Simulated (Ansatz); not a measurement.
Species: CH3F, SMILES `CF` with one electron removed (charge 1, multiplicity 2), formula CH3F.

Task: How many basis functions does frozen-core CCSD(T)/cc-pVTZ // B3LYP-D3(BJ)/def2-TZVP (Ansatz, a program for electronic structure) use, how many core orbitals are frozen, and how many electrons are correlated?

Result: 102 basis functions and 2 frozen orbitals, which leaves 13 correlated electrons. Core time is of the order of seconds.
